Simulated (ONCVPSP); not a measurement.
What one change does to a pseudopotential (Cr, ONCV)

chromium (Cr), optimised norm-conserving Vanderbilt (ONCV), made with ONCVPSP 4.0.1 (LDA (Perdew-Zunger), scalar-relativistic). Core [Ar], reference 3d5 4s0.5 4p0.5. Waves: 4s: rc 2.50 bohr, ncon 4, nbas 8, qcut 2.6 1/bohr, 2 projectors, debl 3.5 Ha; 4p: rc 4.00 bohr, ncon 4, nbas 7, qcut 2.3 1/bohr, 1 projector; 3d: rc 1.85 bohr, ncon 4, nbas 8, qcut 7.7 1/bohr, 2 projectors, debl 2.4 Ha. Local part: polynomial inside 1.20 bohr (lpopt 5, dvloc0 0 Ha). Core correction: Teter function, fcfact 5.25, rcfact 1.75.

Change: s: debl 0.3.

Cutoffs: the cutoffs (Ha) at which the residual kinetic energy of the hardest occupied pseudo-wave falls to 1 and 0.1 mHa per electron; they do not see the model core or the augmentation charge, which bear on the density cutoff. Errors are all-electron minus pseudo energies relative to the spin-unpolarised reference configuration.

Task: Predict the effect on cutoff, ghosts and configuration errors.

Result: The potential gets neither clearly harder nor softer (25 Ha and 28 Ha → 25 Ha and 28 Ha); a bound ghost appears in s, which as a rule spoils a file; the errors of the 3 common tests hardly move; the range in which the s phases agree widens (upper end 0.7 → 2.0).

| quantity | base | changed |
| --- | --- | --- |
| cutoff, loose | 25 Ha | 25 Ha |
| cutoff, tight | 28 Ha | 28 Ha |
| bound ghosts | none | s |
| GHOST(+) flags under 300 eV | p at 0.6 eV, s at 23.1 eV | p at 0.6 eV |
| tests with a reliable result | 3 of 4 | 3 of 4 |
| error for 3d5 4s1 4p0, meV [ΔE -1.58 eV] | -4.3 | -4.4 |
| error for 3d5 4s0 4p0, meV [ΔE 5.56 eV] | -53 | -53 |
| error for 3d4 4s0 4p0, meV [ΔE 21.91 eV] | -324 | -324 |
| s: phases at 2.54 bohr within 0.05 rad from the reference energy up to (Ha; the scan ends near 5) | 0.7 | 2.0 |
| p: phases at 4.06 bohr within 0.05 rad from the reference energy up to (Ha; the scan ends near 5) | 0.0 | 0.0 |
| d: phases at 1.88 bohr within 0.05 rad from the reference energy up to (Ha; the scan ends near 5) | to the end of the scan | to the end of the scan |
| rms error of d²Exc/dni dnj with the model core, mHa | 3.56 | 3.56 |

 A true bound ghost makes a file unfit for plane-wave use even where its test errors are small: the radial tests pick states by their node count and pass the ghost by.
